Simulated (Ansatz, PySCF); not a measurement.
This PySCF input computes a CAM-B3LYP/def2-TZVPD energy:

```python
from pyscf import gto, scf, dft

mol = gto.M(
    atom='''
    Pb   -0.00000000   -0.00000000   -1.35978022
    Pb    0.00000000    0.00000000    1.32142475
    H     0.00000000    0.00000000    3.14514853
    ''',
    basis='def2-tzvpd',
    ecp='def2-tzvp',
    charge=-1,
    spin=0,
    verbose=4,
)

mf = dft.RKS(mol, xc='camb3lyp').density_fit(auxbasis='def2-universal-jkfit')
mf.grids.level = 3
mf.conv_tol = 1e-9
mf.max_cycle = 100
mf.max_memory = 1500
mf.kernel()
if not mf.converged:
    mf = mf.newton()
    mf.kernel(mf.make_rdm1())
mf.analyze()
```

Question: Write an input for the same energy in Ansatz (a quantum-chemistry and plane-wave program) and say what it gives.

Answer: 
Ansatz 0.2 input:
```yaml
crystal:
  periodic: [false, false, false]
  atoms:
    - {symbol: Pb, position_ang: [-0.00000000, -0.00000000, -1.35978022]}
    - {symbol: Pb, position_ang: [0.00000000, 0.00000000, 1.32142475]}
    - {symbol: H, position_ang: [0.00000000, 0.00000000, 3.14514853]}
basis:
  gaussian:
    orbitals: def2-TZVPD
hamiltonian:
  xc: {name: CAM-B3LYP}
total_charge: -1
output: {forces: true}
```
It gives -386.31203 Eh, and PySCF -386.31205 Eh, a difference of 0.02 mEh, from the treatment of integrals and grids.

It need not be the lowest isomer of its formula. Whether it binds its extra electron was not tested at this geometry.
